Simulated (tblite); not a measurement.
Run record: tight-binding relaxation, `C#CC(=C)[C@H]1[CH]C1` [radical].

Computed with GFN2-xTB geometry optimisation, gas phase (tblite 0.8.0). Start geometry: from a force field or distance geometry. The input is one job of a driver script: a line of settings, then coordinates in Å.

Command:
```bash
OMP_NUM_THREADS=1 python probes_run.py task.json out
```

Input:
```
{"job": {"kind": "relax", "xc": "GFN2-xTB", "basis": "xTB"}, "charge": 0, "multiplicity": 2}
C      2.217000     1.611100     0.516600
C      1.493900     0.654900     0.441900
C      0.645300    -0.493800     0.370200
C      1.160200    -1.667900     0.086800
C     -0.837300    -0.424600     0.575800
C     -1.293500     0.947400     1.015200
C     -1.670500     0.456600    -0.347200
H      2.846400     2.455200     0.587800
H      2.248300    -1.766000    -0.058200
H      0.530700    -2.576400     0.025900
H     -1.353900    -1.310900     0.991000
H     -2.104400     1.055600     1.763400
H     -1.156500     0.867700    -1.221200
H     -2.726400     0.190500    -0.490000
```

Output:
```
step      E/eV     max force
  0    -498.46681    2.391
  1    -498.62004    1.415
  2    -498.68330    1.656
  3    -498.68956    2.367
  4    -498.72968    0.510
  5    -498.75177    0.409
  6    -498.77235    0.651
  7    -498.78041    0.264
  8    -498.78610    0.216
  9    -498.79206    0.320
... (74 lines left out)
 84    -498.85723    0.030
 85    -498.85740    0.029
 86    -498.85756    0.033
 87    -498.85766    0.020
 88    -498.85770    0.015
 89    -498.85772    0.020
 90    -498.85774    0.024
 91    -498.85777    0.018
 92    -498.85779    0.015
 93    -498.85780    0.005
```

«max force» is the largest atomic force in eV/Å.

Problem. From which step on does the largest force stay under 0.1 eV/Å, and how much energy is left to gain from there?

Solution. From step 52 (0.089 eV/Å), 16.9 meV above the end.

Summary of the converged run: energy lowered by 9.0 kcal/mol over 93 steps; largest atomic force 0.005 eV/Å at the end.

Problem. Give the final coordinates.

Solution. 0.410 Å rms from the input after alignment:
```
atom  x, y, z in Å
C1     2.0077    1.6148    0.1784
C2     1.3791    0.5951    0.2578
C3     0.6188   -0.5985    0.3437
C4     1.2151   -1.7905    0.3030
C5    -0.8503   -0.4421    0.4775
C6    -1.4387    0.6799    1.2230
C7    -1.5297    0.7342   -0.2273
H8     2.5695    2.4984    0.1151
H9     2.2837   -1.8807    0.2126
H10    0.6508   -2.7054    0.3647
H11   -1.3663   -1.4009    0.5098
H12   -2.1878    0.6968    1.9852
H13   -0.8662    1.4017   -0.7629
H14   -2.4862    0.5968   -0.7227
```

Time: 0.37 s. Hardware: an Arm Neoverse V2 with one thread, shared host with 96 logical CPUs at a one-minute load of 39.
Labels such as C1 count atoms from 1, the log's own numbers from 0.
